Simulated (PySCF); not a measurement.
A calculated (LDA, PySCF 2.14, aug-cc-pVDZ-DK, the spin-free X2C one-electron Hamiltonian (Gaussian nucleus)) atom or ion has these occupied shells.

| shell | electrons | orbital energy (eV) | rms radius, mean of both spins (bohr) |
| --- | --- | --- | --- |
| 1s | 2 | -4416.8 | 0.0845 |
| 2s | 2 | -508.20 | 0.374 |
| 2p | 6 | -423.37 | 0.342 |
| 3s | 2 | -87.285 | 1.13 |
| 3p | 6 | -65.568 | 1.26 |

**Question.** Name the element and its charge.

**Answer.** Sc³⁺ (scandium, charge +3), in [Ar], closed-shell 1S.
